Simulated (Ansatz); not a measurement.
Reactions of CH$_{7}$InOSi (`[CH3][InH][O][SiH3]`).

Computed with Ansatz on PBE0-D4/def2-TZVP structures; ΔE is electronic, products minus reactants. CCSD(T)/CBS adds triple-zeta CCSD(T) − MP2 to the extrapolated MP2 energy (def2 sets, frozen cores). This one scheme is used for every species, atoms too. DFT in def2-TZVPP. No spin–orbit coupling; open shells (•) take unrestricted orbitals. Spin–orbit coupling would lower the free atoms: a little for C, O, Si; strongly for In. def2 core potentials past Kr. For Br, In, Mg, Se outer-core shells are correlated without core-valence functions, so the limit isn't a true one: a few kJ/mol of doubt a bond, and 10 to 20 or more in all where bonds break to atoms. Scalar relativity is left out up to krypton. One conformer a species, not always the lowest.

| reaction | ωB97M-V (kJ/mol) | ωB97X-V (kJ/mol) | r2SCAN-D4 (kJ/mol) |
| --- | --- | --- | --- |
| `[CH3][InH][O][SiH3]` + H₂S → `[CH3][InH][SH]` + `O[SiH3]` | -38 | -35 | -39 |
| `[CH3][InH][O][SiH3]` + `C=C=CO` → `C=C=C[O][InH][CH3]` + `O[SiH3]` | 5 | 6 | 0 |
| `[CH3][InH][O][SiH3]` + PH₃ → `[CH3][InH][PH2]` + `O[SiH3]` | 11 | 14 | 10 |
| `[CH3][InH][O][SiH3]` + H₂ → `[SiH3][O][InH2]` + CH₄ | -42 | -44 | -40 |
| `[CH3][InH][O][SiH3]` + HBr → `[CH3][InH][Br]` + `O[SiH3]` | -91 | -89 | -90 |
| `[CH3][InH][O][SiH3]` + `C[O][Mg][OH]` → `C[O][InH][CH3]` + `[OH][Mg][O][SiH3]` | -10 | -10 | -12 |
| `[CH3][InH][O][SiH3]` → `[CH2]` (triplet) + `[SiH3][O][InH2]` | 465 | 471 | 441 |
| `[CH3][InH][O][SiH3]` + `S[SiH2][SeH]` → `C[Se][SiH2]S` + `[SiH3][O][InH2]` | 27 | 26 | 28 |
| `[CH3][InH][O][SiH3]` + `O[SiH3]` → `[SiH3][O][InH][O][SiH3]` + CH₄ | -69 | -73 | -72 |
| `[CH3][InH][O][SiH3]` → C• + 7 H• + In• + O• + Si• | 3520 | 3534 | 3511 |

Question: Give the CCSD(T)/CBS values in the same order. (Estimate.)

Answer: The calculation gave: -34, 0, 15, -35, -86, -12, 468, 32, -74, 3536 kJ/mol.

Largest T1 diagnostic: 0.015, for `[SiH3][O][InH2]`.
